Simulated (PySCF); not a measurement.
Structure from 2D NMR

Compound of formula C$_{6}$H$_{10}$O$_{4}$Si. Correlations simulated from computed shifts and the bond graph:

HSQC (one-bond C–H):
```
  δH    δC
5.72  68.9
2.52  30.9
2.45  30.9
1.94  13.0
1.76  13.0
```

COSY cross peaks (H two or three bonds apart, from the bond graph; peaks can be absent where the dihedral angle is near 90°):
```
  δH    δH
5.72  2.52
5.72  2.45
2.52  2.45
2.52  1.94
2.52  1.76
2.45  1.94
2.45  1.76
1.94  1.76
```

HMBC (two and three bonds, from the bond graph):
```
  δH                 δC
5.72  166.1, 30.9, 13.0
4.90              167.5
2.52   68.9, 30.9, 13.0
2.45   68.9, 30.9, 13.0
1.94         68.9, 30.9
1.76         68.9, 30.9
```

Carbons without hydrogens: δ 167.5, 166.1.

PySCF 2.14.0 with density-fitted response routines calculation with geometry from GFN2-xTB and PBE0/pcSseg-1 with gauge-including orbitals; one conformer, non-relativistic Hamiltonian, equivalent nuclei averaged, isolated molecule.

Chemical shifts δ = σref − σ; 1H and 13C vs TMS, all at this level.

Exchangeable hydrogens are left out of these lists.

**Question.** Which molecule is this?

**Answer.** SMILES C(C(=O)O[SiH3])(=O)OC1CCC1.

Atoms are numbered as in `[O:1]=[C:2]([O:3][SiH3:4])[C:5](=[O:6])[O:7][CH:8]1[CH2:9][CH2:10][CH2:11]1` (H(Xn): hydrogen on atom n). Ha(C9), Ha(C10), Ha(C11) are cis to O7 on the ring; Hb(C9), Hb(C10), Hb(C11) are trans to O7 on the ring.

- δC 167.5 is C2, a carbonyl carbon.
- δC 166.1 is C5, an ester carbonyl carbon.
- δC 68.9 is C8, an sp3 CH bonded to O (δH 5.72).
- δC 30.9 is C9/C11, an sp3 CH2 in a ring (δH 2.45, 2.52).
- δC 13.0 is C10, an sp3 CH2 in a ring (δH 1.76, 1.94).
- HMBC from δH 5.72 reaches the proton-free carbon C5.
- HMBC from δH 4.90 reaches the proton-free carbon C2.
- COSY links 5.72–2.52, 5.72–2.45, 2.52–2.45, 2.52–1.94, 2.52–1.76, 2.45–1.94.

The shifts were computed for this structure.

Shifts are as computed. Against solution values, carbons near 30 ppm lie about +3 ppm off and those near 130 ppm about +5 ppm. Of 1211 compounds with measured shifts, 218 miss one by over three times the rms of a fit or turn the order of signals round; such compounds aren't used in these exercises.
